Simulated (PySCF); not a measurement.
Ionisation energy of B+ by level of theory

B+ [He] 2s2 (1S) → B(2+) [He] 2s1 (2S), as a difference of total energies. Calculation: PySCF 2.14, in aug-cc-pVDZ-DK (4s3p2d, 23 functions); scalar relativity by spin-free X2C-1e. Correlated levels: valence: 1s2 frozen. The calculations carry no spin-orbit coupling.

| method | ionisation energy (eV) |
| --- | --- |
| UHF | 23.499 |
| MP2 (valence) | 24.387 |
| SCS-MP2 (valence) | 24.565 |
| CCSD (valence) | 25.095 |

Errors of the correlated levels include the incompleteness of this basis and the frozen core.

With two correlated electrons CCSD is exact in that space.

The coupled-cluster amplitudes are large for B+ (T1 above 0.03 or a double amplitude above 0.15), so a single reference is strained.

Problem. Which method comes closest to the reference value, and which is furthest?

Solution. The reference is 25.155 eV (measured; NIST Atomic Spectra Database, ionization energies). Closest: CCSD (valence) (error -0.060 eV); furthest: UHF (error -1.656 eV).
